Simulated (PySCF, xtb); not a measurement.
CrO2Cl, SMILES [O]=[Cr+]([Cl])=[O], charge +1, multiplicity 1.

Harmonic wavenumbers (cm⁻¹) from GFN2-xTB (xtb 6.7.1) at its own minimum, in rising order: 231, 256, 313, 456, 914, 1011.

Problem. What does B3LYP-D3(BJ)/def2-SVP (PySCF) give at its own minimum? (An estimate is asked for; the answer gives what the named calculation found.)

Solution. 243, 249, 423, 522, 1147, 1162. Paired by order, the mean absolute difference is 97 cm⁻¹ and the zero-point energies are 4.5 and 5.4 kcal/mol.
